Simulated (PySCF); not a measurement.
# A search over the determinants of KBr⁺

Unrestricted PBE0; PySCF, spin-free X2C with a Gaussian nucleus, basis sets K x2c-SVPall, Br x2c-SVPall. Outer shells of the fragments: K+ closed shells only; Br 3d10 4s2 4p5.

Followed along the bond (rough minima from three points):

```csv
2Ms+1,unpaired,⟨S²⟩ at the start,R at minimum (Å),Te (eV)
2,π ↑,0.75,3.44,0.00
2,σ ↑,0.75,3.99,0.30
4,"σ ↑, π ↑↑",3.75,none in the scan,≤ 7.30
```

Solutions found at the starting distance of 3.160 Å, counted from the lowest of them; the search is not exhaustive and high or unbound solutions are not listed, so other states can lie among these:

```tsv
2Ms+1	unpaired	term	E (eV)	⟨S²⟩	⟨Lz²⟩	μ (D)
2	π ↑	²Π	0.00	0.75	1.00	-8.90
2	σ ↑	²Σ⁺	0.34	0.75	0.00	-9.11
4	σ ↑, π ↑↑	⁴Σ⁻	7.92	3.75	0.00	0.06
2	σ ↓, π ↑↑	mixed	8.04	1.75	0.00	0.52
4	σ ↑↑, π ↑	⁴Π	8.09	3.75	1.00	0.04
4	π ↑↑↑	⁴Π	9.62	3.75	1.00	2.21
```

A term symbol is given only where ⟨S²⟩ and ⟨Lz²⟩ are close to those of a pure state; real π, δ and φ orbitals otherwise mix terms. A positive dipole points towards Br; it is taken about the centre of mass and depends on that origin.

Spin–orbit coupling is left out. Counting both spins, an empty level lies below a filled one in some of these solutions, because spin and occupation are held.
